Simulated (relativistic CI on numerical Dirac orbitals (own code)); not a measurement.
## Hg³⁺: N6,7 absorption edge

Computed with this model: Dirac-Coulomb-Breit CI, orbitals from a KLI potential per configuration, model QED (radiative potential, 1s self-energy scaled to tabulated hydrogen-like ionisation energies), multiplet model of core-to-valence dipole absorption, unscaled Slater integrals; configurations [Xe] 4f14 5d9 → [Xe] 4f13 5d10; 300 K; Lorentzian 0.45 eV and Gaussian 0.3 eV FWHM. Energies are those of the free ion, without screening or charge transfer. The branching ratio is the share of the lower-energy edge in the whole absorption, uncertain by about 0.02 where the edges overlap. S is read from ⟨S²⟩ = S(S + 1).

Field parameters in Wybourne normalisation: D3d B²₀ = −7Dσ, B⁴₀ = −14Dq − 21Dτ, B⁴₃ = −14√(10/7) Dq; Oh B⁴₀ = 21Dq, B⁴₄ = √(5/14) B⁴₀; Td as Oh with Dq negative (B⁴₀ = 21Dq, B⁴₄ = √(5/14) B⁴₀). The field is a parameter set, without covalency.

free ion: ground-state S = 0.50, centroid 92.35 eV, branching ratio 0.956. Peaks (eV, height): 92.2 (100).

Oh, 10Dq = 38600 cm⁻¹: ground-state S = 0.50, centroid 95.59 eV, branching ratio 0.720. Peaks (eV, height): 94.5 (100), 98.5 (40).

Td, 10Dq = -16500 cm⁻¹: ground-state S = 0.50, centroid 93.17 eV, branching ratio 0.956. Peaks (eV, height): 93.0 (100).

Oh, 10Dq = 30450 cm⁻¹: ground-state S = 0.50, centroid 94.90 eV, branching ratio 0.750. Peaks (eV, height): 93.9 (100), 97.9 (33).

D3d, 10Dq = 17500, Dσ = -550, Dτ = -410 cm⁻¹: ground-state S = 0.50, centroid 93.55 eV, branching ratio 0.853. Peaks (eV, height): 93.0 (100), 97.0 (18).

D3d, 10Dq = 39350, Dσ = 170, Dτ = -490 cm⁻¹: ground-state S = 0.50, centroid 95.47 eV, branching ratio 0.739. Peaks (eV, height): 94.4 (100), 98.5 (35).

Strongest unbroadened transitions for Oh, 10Dq = 30450 cm⁻¹:

```tsv
Energy (eV)	Relative strength
93.89	100.0
97.93	33.3
```
